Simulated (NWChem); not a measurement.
Everything below was run with NWChem. System: H$_{5}$AlFN, charge 0, spin multiplicity 1, at a geometry optimised with PBE0/def2-SVP. The structure started from a generated list of species. Level: G0W0@PBE/def2-SVP, RI basis def2-svp-rifit.

The NWChem input:

```
start mol
memory heap 200 mb stack 700 mb global 1700 mb
geometry units angstroms nocenter noautoz noautosym
  Al    -0.414031    -0.178093     0.541259
  H      0.322288    -1.016815     1.686487
  H     -1.935394    -0.466479     0.142021
  F      0.090628     1.427975     0.376324
  N      0.563183    -0.871947    -1.133379
  H      0.226999    -0.388359    -1.968206
  H      0.445198    -1.874252    -1.289226
  H      1.565382    -0.687029    -1.060700
end
basis spherical
  * library def2-svp
end
basis "ri basis" bse spherical
  * library def2-svp-rifit
end
dft
  xc xpbe96 cpbe96
  iterations 100
  direct
  tolerances tight
end
task dft energy
gw
  states alpha occ 4 vir 2
end
task dft gw
```

Output (cleaned and shortened):

```
             Northwest Computational Chemistry Package (NWChem) 7.3.0
             --------------------------------------------------------

                                NWChem Input Module
                                -------------------

 Scaling coordinates for geometry "geometry" by  1.889725989
 (inverse scale =  0.529177249)

                             Geometry "geometry" -> ""
                             -------------------------

 Output coordinates in angstroms (scale by  1.889725989 to convert to a.u.)

  No.       Tag          Charge          X              Y              Z
 ---- ---------------- ---------- -------------- -------------- --------------
    1 Al                  13.0000    -0.41403100    -0.17809300     0.54125900
    2 H                    1.0000     0.32228800    -1.01681500     1.68648700
    3 H                    1.0000    -1.93539400    -0.46647900     0.14202100
    4 F                    9.0000     0.09062800     1.42797500     0.37632400
    5 N                    7.0000     0.56318300    -0.87194700    -1.13337900
    6 H                    1.0000     0.22699900    -0.38835900    -1.96820600
    7 H                    1.0000     0.44519800    -1.87425200    -1.28922600
    8 H                    1.0000     1.56538200    -0.68702900    -1.06070000

 Effective nuclear repulsion energy (a.u.)     111.9789627708

            Nuclear Dipole moment (a.u.)
            ----------------------------
        X                 Y               Z
 ---------------- ---------------- ----------------
     0.0000056692     0.0000056692     0.0000113384


 Summary of "ao basis" -> "" (spherical)
 ------------------------------------------------------------------------------
       Tag                 Description            Shells   Functions and Types
 ---------------- ------------------------------  ------  ---------------------
 *                          def2-svp                  on all atoms

 new library libraries.bse/

 Summary of "ri basis" -> "" (spherical)
 ------------------------------------------------------------------------------
       Tag                 Description            Shells   Functions and Types
 ---------------- ------------------------------  ------  ---------------------
 *                       def2-svp-rifit               on all atoms

  pbe96 is a nonlocal functional; adding pw91lda local functional.

                                 NWChem DFT Module
                                 -----------------

 Summary of "ao basis" -> "ao basis" (spherical)
 ------------------------------------------------------------------------------
       Tag                 Description            Shells   Functions and Types
 ---------------- ------------------------------  ------  ---------------------
 Al                         def2-svp                 8       18   4s3p1d
 H                          def2-svp                 3        5   2s1p
 F                          def2-svp                 6       14   3s2p1d
 N                          def2-svp                 6       14   3s2p1d

 Summary of "ao basis" -> "ao basis" (spherical)
 ------------------------------------------------------------------------------
       Tag                 Description            Shells   Functions and Types
 ---------------- ------------------------------  ------  ---------------------
 Al                         def2-svp                 8       18   4s3p1d
 H                          def2-svp                 3        5   2s1p
 F                          def2-svp                 6       14   3s2p1d
 N                          def2-svp                 6       14   3s2p1d

            General Information
            -------------------
          SCF calculation type: DFT
          Wavefunction type:  closed shell.
          No. of atoms     :     8
          No. of electrons :    34
           Alpha electrons :    17
            Beta electrons :    17
          Charge           :     0
          Spin multiplicity:     1
          Use of symmetry is: off; symmetry adaption is: off
          Maximum number of iterations: 100
          This is a Direct SCF calculation.
          AO basis - number of functions:    71
                     number of shells:    35
          Convergence on energy requested:  1.00D-06
          Convergence on density requested:  1.00D-05
          Convergence on gradient requested:  5.00D-04

              XC Information
              --------------
          PerdewBurkeErnzerhof Exchange Functional  1.000
            Perdew 1991 LDA Correlation Functional  1.000 local
           PerdewBurkeErnz. Correlation Functional  1.000 non-local

             Grid Information
             ----------------
          Grid used for XC integration:  medium
          Radial quadrature: Mura-Knowles
          Angular quadrature: Lebedev.
          Tag              B.-S. Rad. Rad. Pts. Rad. Cut. Ang. Pts.
          ---              ---------- --------- --------- ---------
          Al                  1.25       88           9.0       590
          H                   0.35       45          10.0       434
          F                   0.50       49          10.0       434
          N                   0.65       49           8.0       434
          Grid pruning is: on
          Number of quadrature shells:   411
          Spatial weights used:  Erf1

          Convergence Information
          -----------------------
          Convergence aids based upon iterative change in
          total energy or number of iterations.
          Levelshifting, if invoked, occurs when the
[...]
          HOMO/LUMO gap drops below (HL_TOL):  1.00D-02
          DIIS, if invoked, will attempt to extrapolate
          using up to (NFOCK): 10 stored Fock matrices.

                    Damping( 0%)  Levelshifting(0.5)       DIIS
                  --------------- ------------------- ---------------
          dE  on:    start            ASAP                start
          dE off:    2 iters        100 iters           100 iters

      Screening Tolerance Information
      -------------------------------
          Density screening/tol_rho:  1.00D-10
          AO Gaussian exp screening on grid/accAOfunc:  14
          CD Gaussian exp screening on grid/accCDfunc:  20
          XC Gaussian exp screening on grid/accXCfunc:  20
          Schwarz screening/accCoul:  1.00D-08

      Superposition of Atomic Density Guess
      -------------------------------------

 Sum of atomic energies:        -397.82450521

      Non-variational initial energy
      ------------------------------

 Total energy =    -398.551800
 1-e energy   =    -773.918872
 2-e energy   =     263.388109
 HOMO         =      -0.352230
 LUMO         =       0.051176

   convergence    iter        energy       DeltaE   RMS-Dens  Diis-err    time
 ---------------- ----- ----------------- --------- --------- ---------  ------
 d= 0,ls=0.0,diis     1   -399.5404106870 -5.12D+02  2.91D-02  6.44D-01     0.8
 d= 0,ls=0.0,diis     2   -399.3007178121  2.40D-01  2.03D-02  3.50D+00     1.2
 d= 0,ls=0.0,diis     3   -399.6122962204 -3.12D-01  1.36D-03  1.61D-02     1.7
 d= 0,ls=0.0,diis     4   -399.6133630190 -1.07D-03  6.39D-04  4.35D-03     2.3
 d= 0,ls=0.0,diis     5   -399.6137349103 -3.72D-04  2.09D-04  7.18D-04     3.0
 d= 0,ls=0.0,diis     6   -399.6138145661 -7.97D-05  1.64D-05  2.75D-06     3.6
 d= 0,ls=0.0,diis     7   -399.6138148395 -2.73D-07  5.04D-06  1.61D-07     4.1

         Total DFT energy =     -399.613814839472
      One electron energy =     -777.168702326101
           Coulomb energy =      303.178069114228
    Exchange-Corr. energy =      -37.602144398449
 Nuclear repulsion energy =      111.978962770850

 Numeric. integr. density =       34.000001158909

     Total iterative time =      3.9s

                       DFT Final Molecular Orbital Analysis
                       ------------------------------------

 Vector   15  Occ=2.000000D+00  E=-2.904308D-01
              MO Center= -1.1D-01,  9.9D-01,  5.1D-01, r^2= 1.7D+00
   Bfn.  Coefficient  Atom+Function         Bfn.  Coefficient  Atom+Function
  ----- ------------  ---------------      ----- ------------  ---------------
    34      0.413325  4 F  pz                33      0.350904  4 F  py
    37     -0.292767  4 F  pz                36     -0.234350  4 F  py
    32     -0.199044  4 F  px                35      0.144440  4 F  px
    19     -0.118331  2 H  s                 24     -0.118785  3 H  s
     3     -0.111670  1 Al s                  4     -0.090684  1 Al s

 Vector   16  Occ=2.000000D+00  E=-2.654331D-01
              MO Center= -3.6D-01, -9.5D-02,  5.0D-01, r^2= 3.2D+00
   Bfn.  Coefficient  Atom+Function         Bfn.  Coefficient  Atom+Function
  ----- ------------  ---------------      ----- ------------  ---------------
    34      0.289743  4 F  pz                19      0.224308  2 H  s
    24      0.224603  3 H  s                  3      0.221883  1 Al s
    32     -0.219011  4 F  px                37     -0.205049  4 F  pz
    45     -0.192357  5 N  s                 48      0.172576  5 N  pz
    35      0.152379  4 F  px                 2      0.146496  1 Al s

 Vector   17  Occ=2.000000D+00  E=-2.221332D-01
              MO Center= -6.5D-01, -4.5D-01,  7.9D-01, r^2= 3.0D+00
   Bfn.  Coefficient  Atom+Function         Bfn.  Coefficient  Atom+Function
  ----- ------------  ---------------      ----- ------------  ---------------
    19      0.309827  2 H  s                 24     -0.309641  3 H  s
    20      0.289613  2 H  s                 25     -0.289365  3 H  s
    32      0.190066  4 F  px                 8      0.171941  1 Al px
    35     -0.138239  4 F  px                34      0.130227  4 F  pz
    10      0.117710  1 Al pz                 5     -0.109102  1 Al px

 Vector   18  Occ=0.000000D+00  E=-2.410465D-02
              MO Center=  6.0D-01, -9.6D-01, -1.2D+00, r^2= 4.3D+00
   Bfn.  Coefficient  Atom+Function         Bfn.  Coefficient  Atom+Function
  ----- ------------  ---------------      ----- ------------  ---------------
    45      1.314720  5 N  s                 63     -0.645116  7 H  s
    58     -0.571447  6 H  s                 68     -0.567368  8 H  s
     4     -0.285176  1 Al s                 44      0.282042  5 N  s
    13      0.259633  1 Al pz                 3      0.150050  1 Al s
    11     -0.148769  1 Al px                43      0.141597  5 N  s

 Vector   19  Occ=0.000000D+00  E= 2.503611D-02
              MO Center= -4.7D-01,  1.1D-01,  7.3D-01, r^2= 4.8D+00
   Bfn.  Coefficient  Atom+Function         Bfn.  Coefficient  Atom+Function
  ----- ------------  ---------------      ----- ------------  ---------------
    12      0.873962  1 Al py                13      0.415158  1 Al pz
    58      0.347462  6 H  s                 68      0.345177  8 H  s
    31     -0.341481  4 F  s                 45     -0.195685  5 N  s
     4      0.177388  1 Al s                 51      0.157865  5 N  pz
     9      0.141316  1 Al py                 3      0.132081  1 Al s

 Vector   20  Occ=0.000000D+00  E= 4.745802D-02
              MO Center= -7.9D-02, -1.2D+00, -3.3D-01, r^2= 5.8D+00
   Bfn.  Coefficient  Atom+Function         Bfn.  Coefficient  Atom+Function
  ----- ------------  ---------------      ----- ------------  ---------------
    63      1.200896  7 H  s                 50      0.606433  5 N  py
    13      0.536263  1 Al pz                 4      0.532299  1 Al s
    20     -0.463353  2 H  s                 25     -0.465646  3 H  s
    11     -0.430083  1 Al px                58     -0.409119  6 H  s
    68     -0.341944  8 H  s                 47     -0.319160  5 N  py

 center of mass
 --------------
 x =  -0.02713759 y =   0.16410200 z =   0.09804817

 moments of inertia (a.u.)
 ------------------
         332.782823291461          13.502962410579          59.706839234452
          13.502962410579         192.187314619966         -83.202325702307
          59.706839234452         -83.202325702307         253.514708364279

     Multipole analysis of the density
     ---------------------------------

     L   x y z        total         alpha         beta         nuclear
     -   - - -        -----         -----         ----         -------
     0   0 0 0     -0.000000    -17.000000    -17.000000     34.000000

     1   1 0 0      0.928638      0.464316      0.464316      0.000006
     1   0 1 0     -1.128370     -0.564188     -0.564188      0.000006
     1   0 0 1     -1.759387     -0.879699     -0.879699      0.000011

     2   2 0 0    -19.969306    -29.754776    -29.754776     39.540247
     2   1 1 0     -1.804816      3.984738      3.984738     -9.774292
     2   1 0 1     -2.432086     15.723118     15.723118    -33.878321
     2   0 2 0    -19.987159    -62.619541    -62.619541    105.251923
     2   0 1 1      3.065948    -21.017173    -21.017173     45.100293
     2   0 0 2    -16.547061    -50.412700    -50.412700     84.278338

 Task  times  cpu:        4.1s     wall:        4.1s

                                NWChem Input Module
                                -------------------

                                 NWChem GW Module
                                 ----------------

                             ***********************
                             ***        GW       ***
                             ***********************

 Summary of "ri basis" -> "ri basis" (spherical)
 ------------------------------------------------------------------------------
       Tag                 Description            Shells   Functions and Types
 ---------------- ------------------------------  ------  ---------------------
 Al                      def2-svp-rifit             20       62   8s5p5d2f
 H                       def2-svp-rifit              6       14   3s2p1d
 F                       def2-svp-rifit             16       48   6s5p4d1f
 N                       def2-svp-rifit             16       48   6s5p4d1f

                 Memory Information
                 ------------------
          Available GA per process is          1700.0 MBs
          Available stack per process is        700.0 MBs
          Available heap per process is           0.0 MBs

          Peak memory in Initialization
              Peak GA per process is                  2.7 MBs
              Peak stack per process is               0.0 MBs
              Peak heap per process is                2.9 MBs
              Memory not in MA per process            0.0 MBs

          Peak memory in AFF Calculation
              Peak GA per process is                 10.3 MBs
              Peak stack per process is               6.4 MBs
              Peak heap per process is                0.0 MBs
              Memory not in MA per process            6.4 MBs

          Computing 2-center integrals
          Computing Inverse Cholesky factor
          Computing 3-center integrals
          Computing V_xc ...

          Computing Sigma_x
          Computing RPA polarizability
          Solving quasiparticle equations

                  Alpha Orbitals
          State     Energy (eV)     Error (eV)
          -----------------------------------
@GW        14        -11.652           0.002
@GW        15        -11.515           0.002
@GW        16        -10.601           0.002
@GW        17         -9.425           0.002
@GW        18          2.396           0.002
@GW        19          3.738           0.002

   Applying  -3.3804 eV scissor-shift to rest of particle states

   Applying   3.0516 eV scissor-shift to rest of hole states

     GW Timing Statistics
   ------------------------
   Init.   :          0.0s
     ERIs  :          0.2s
     Distr.:          0.0s
     Vxc   :          0.3s
   Sigma_x :          0.0s
   RPA     :          0.2s
   Wmn     :          0.0s
   Sigma_c :          0.0s
   GW total:          0.8s

 Task  times  cpu:        0.8s     wall:        0.8s

 Total times  cpu:        4.9s     wall:        4.9s
```
